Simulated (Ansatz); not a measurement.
```yaml
atoms:
  - { symbol: Cr, position_ang: [0.0000, 0.0000, 0.0000] }
  - { symbol: Cl, position_ang: [0.0000, 0.0000, 6.5700] }
```

Basis set: pcseg-2 (spherical functions). Some runs use density fitting. Charge 0, multiplicity 6.

Computed with Ansatz (development build ahead of 0.2.0); each method stands on the lowest determinant of its kind that the runs found.

**Question.** Give the atomization energy at this shape (free ground-state atoms in the same class of orbitals less the molecule, no zero-point energy) of sextet CrCl in separate pieces by PBE0 (unrestricted), PBE (unrestricted).

**Answer.**

| method | atomization energy |
| --- | --- |
| PBE0 (unrestricted) | 0.32 eV |
| PBE (unrestricted) | 0.62 eV |

Caution: charge can spread falsely over distant fragments; the shape is not the minimum; the unrestricted determinant is spin contaminated.
